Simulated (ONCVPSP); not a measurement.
# mercury (Hg), ONCV: configuration errors across variants

mercury, optimised norm-conserving Vanderbilt (ONCV), made with ONCVPSP 4.0.1 (LDA (Perdew-Wang 92), scalar-relativistic). Core [Kr] 4d10 4f14, reference 5s2 5p6 5d10 6s0.5 (charge +1.5). Waves: 5s+6s: rc 1.50 bohr, ncon 4, nbas 8, qcut 6.8 1/bohr, 2 projectors; 5p: rc 1.00 bohr, ncon 5, nbas 9, qcut 7.2 1/bohr, 1 projector; 5d: rc 1.80 bohr, ncon 3, nbas 8, qcut 8.4 1/bohr, 2 projectors, debl 1.5 Ha. Local part: polynomial inside 0.85 bohr (lpopt 1, dvloc0 4 Ha). Core correction: none.

All-electron excitation energies from the reference (eV): (1) 5s2 5p6 5d10 6s2 -19.652; (2) 5s2 5p6 5d10 6s1 -8.611; (3) 5s2 5p6 5d10 6s0 10.780; (4) 5s2 5p6 5d10 6s1.5 -15.129.

1 further variants failed, have other tests or too few solved ones, and are left out.

A true bound ghost makes a file unfit for plane-wave use even where its test errors are small: the radial tests pick states by their node count and pass the ghost by.

Errors AE − PS in meV (a dash: test not solved or not reliable):

| change | (1) | (2) | (3) | (4) | bound ghosts | GHOST(+) flags above zero |
| --- | --- | --- | --- | --- | --- | --- |
| base | +4.1 | +2.4 | -4.0 | +3.6 | none | s |
| all radii scaled by about 0.83 (s 1.24, p 0.84, d 1.50 bohr); local potential polynomial inside 0.70 bohr (lpopt 1, dvloc0 4 Ha) | +5.0 | +2.5 | -3.5 | +4.0 | s, p | none |
| all radii scaled by about 0.90 (s 1.36, p 0.90, d 1.62 bohr); local potential polynomial inside 0.76 bohr (lpopt 1, dvloc0 4 Ha) | +4.7 | +2.5 | -3.9 | +3.9 | s | p |
| all radii scaled by about 0.97 (s 1.46, p 0.96, d 1.74 bohr); local potential polynomial inside 0.82 bohr (lpopt 1, dvloc0 4 Ha) | +4.2 | +2.4 | -3.9 | +3.7 | none | s |
| all radii scaled by about 1.05 (s 1.58, p 1.04, d 1.88 bohr); local potential polynomial inside 0.90 bohr (lpopt 1, dvloc0 4 Ha) | +3.8 | +2.4 | -4.2 | +3.5 | none | s |
| all radii scaled by about 1.13 (s 1.70, p 1.14, d 2.04 bohr); local potential polynomial inside 0.96 bohr (lpopt 1, dvloc0 4 Ha) | +3.4 | +2.3 | -4.3 | +3.3 | none | s |
| all radii scaled by about 1.19 (s 1.78, p 1.18, d 2.14 bohr); local potential polynomial inside 1.02 bohr (lpopt 1, dvloc0 4 Ha) | +3.2 | +2.3 | -4.4 | +3.2 | d | none |
| all radii scaled by about 1.26 (s 1.88, p 1.26, d 2.26 bohr); local potential polynomial inside 1.08 bohr (lpopt 1, dvloc0 4 Ha) | +3.0 | +2.3 | -4.5 | +3.0 | none | none |

(1) Give the same row for: all radii scaled by about 1.30 (s 1.94, p 1.30, d 2.34 bohr); local potential polynomial inside 1.10 bohr (lpopt 1, dvloc0 4 Ha).

## Answers

(1) +2.9, +2.2, -4.6, +2.9; bound ghosts: none; GHOST(+) flags above zero: none.
